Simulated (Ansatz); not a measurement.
Relaxation of CH$_{8}$N$_{2}$Si (12 atoms, charge 0, multiplicity 1), to a largest force component of 0.02 eV/Å in at most 50 steps.

Level of theory: RKS PBE0-D4/def2-SVP in Ansatz.

```xyz
12
Properties=species:S:1:pos:R:3
N -0.631 1.027 0.763
C 0.299 0.041 0.484
N -0.300 -1.105 1.131
Si 0.712 -0.238 -1.351
H -1.524 0.894 0.194
H -0.323 1.990 0.433
H 0.598 -1.590 0.931
H -0.384 -0.812 2.108
H -1.198 -1.258 0.822
H -0.628 -0.618 -2.014
H 1.107 1.015 -1.952
H 1.675 -1.301 -1.562
```

Problem. Where does it end, and by what steps?

Solution. The forces met the threshold. After 10 steps the energy has fallen by 1.445 eV; H10 moved furthest, 0.56 Å.

| step | energy less start (eV) | largest force component (eV/Å) | accepted |
| --- | --- | --- | --- |
| 0 | 0.0000 | 4.889 | yes |
| 1 | -0.8887 | 1.470 | yes |
| 2 | -1.2572 | 0.932 | yes |
| 3 | -1.3897 | 0.546 | yes |
| 4 | -1.4034 | 0.457 | yes |
| 5 | -1.4340 | 0.296 | yes |
| 6 | -1.4383 | 0.158 | yes |
| 7 | -1.3722 | 0.599 | no |
| 8 | -1.4442 | 0.115 | yes |
| 9 | -1.4452 | 0.035 | yes |
| 10 | -1.4454 | 0.016 | yes |

```xyz
12
Properties=species:S:1:pos:R:3
N -0.865 1.132 0.678
C 0.018 0.116 0.256
N -0.144 -1.071 1.156
Si 0.584 -0.234 -1.426
H -1.691 1.308 0.104
H -0.427 2.023 0.900
H 0.582 -1.765 0.953
H -0.031 -0.776 2.134
H -1.058 -1.568 1.128
H -0.408 -0.579 -2.533
H 1.362 0.913 -2.006
H 1.480 -1.453 -1.356
```

The run took 22 s on 2 threads of Arm Neoverse V2, with other jobs on the host, peak memory 0.21 GiB.
